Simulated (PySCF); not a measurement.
# ZrP: from constants to spectrum

ROHF-CCSD(T) constants of ZrP, ²Σ⁺ (doublet), unpaired electrons σ ↑ (basis Zr def2-TZVPP with ECP28, P def2-TZVPP; scalar-relativistic core potentials; PySCF 2.14; masses 89.9047 and 30.9738 u):

| Item | Value |
| --- | --- |
| ωe | 516.3 cm⁻¹ |
| ωexe | 1.28 cm⁻¹ |
| Be | 0.14961 cm⁻¹ |
| αe | 0.000501 cm⁻¹ |
| D (centrifugal) | 5.03e-08 cm⁻¹ |
| De to Zr (4d2 5s2) + P | 3.70 eV |

Problem. Give the vibrational terms G(v) and spacings up to v = 6.

Solution. G(v) = ωe(v+½) − ωexe(v+½)².

| v | G(v) (cm⁻¹) | G(v) − G(v−1) | Bv (cm⁻¹) |
| --- | --- | --- | --- |
| 0 | 257.8 |  | 0.1494 |
| 1 | 771.6 | 513.7 | 0.1489 |
| 2 | 1282.8 | 511.2 | 0.1484 |
| 3 | 1791.4 | 508.6 | 0.1479 |
| 4 | 2297.4 | 506.1 | 0.1474 |
| 5 | 2800.9 | 503.5 | 0.1469 |
| 6 | 3301.9 | 500.9 | 0.1464 |

Problem. How well does the Morse estimate ωe²/(4ωexe) reproduce De, and what is D0?

Solution. It gives 6.46 eV, 174 % of the computed De. D0 = De − G(0) = 3.70 − 0.03 = 3.67 eV.

Correlated steps freeze 5 core orbitals. Spin–orbit coupling is left out, which matters for elements this heavy, above all for dissociation energies. The CCSD T1 diagnostic is raised, a sign that a single reference may not be enough here. The state is the lowest single determinant that the PBE0 search found; with open d or f shells the true ground state can be another one.
